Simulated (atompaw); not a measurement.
## Before and after: PAW (atompaw) potential for O (Z = 8)

O, PAW, made with atompaw 4.2.0.5 (PBE, scalar-relativistic). Core [He], reference 2s2 2p4. Waves: 2s (bound): rc 1.25 bohr; 2s channel at -1.2 Ry: rc 0.80 bohr; 2p (bound): rc 1.25 bohr; 2p channel at 3.4 Ry: rc 1.25 bohr; 3d channel at 0.4 Ry: rc 1.25 bohr. Local part: vpsmatchnc scheme with l = 3 at 0 Ry, radius 1.00 bohr. Core correction: smooth core density matched at 0.80 bohr. Augmentation charge: besselshape compensation charge, radius 0.90 bohr; PAW radius 1.25 bohr; waves and projectors: custom polynom gramschmidtortho.

Change: wave 2s (bound): rc 1.25 bohr becomes 2s (bound): rc 0.78 bohr.

Cutoffs: the cutoffs (Ry, on a coarse ladder) from which the occupation-weighted sum of valence levels, in a spherical-Bessel basis at the reference potential, stays within 10 and 1 mRy of its value at 400 Ry; they do not see the model core or the augmentation charge, which bear on the density cutoff.

What does the change do?

The potential gets harder (45 Ry and 80 Ry → 70 Ry and 100 Ry); neither file shows a bound ghost.

| quantity | base | changed |
| --- | --- | --- |
| cutoff, loose | 45 Ry | 70 Ry |
| cutoff, tight | 80 Ry | 100 Ry |
| loose cutoff by channel (10 mRy a level) | s 15 Ry, p 35 Ry | s 50 Ry, p 35 Ry |
| bound ghosts | none | none |
| s: phases at 1.25 bohr within 0.05 rad from the reference energy up to (Ry; the scan ends near 5) | to the end of the scan | to the end of the scan |
| p: phases at 1.25 bohr within 0.05 rad from the reference energy up to (Ry; the scan ends near 5) | to the end of the scan | to the end of the scan |
| d: phases at 1.25 bohr within 0.05 rad from the reference energy up to (Ry; the scan ends near 5) | 1.8 | 1.8 |
| lowest overlap eigenvalue by channel | s 0.01, p 0.93, d 1.00 | s 0.09, p 0.93, d 1.00 |

 The cutoffs see the waves, projectors and local potential, not the compensation charge or the core.
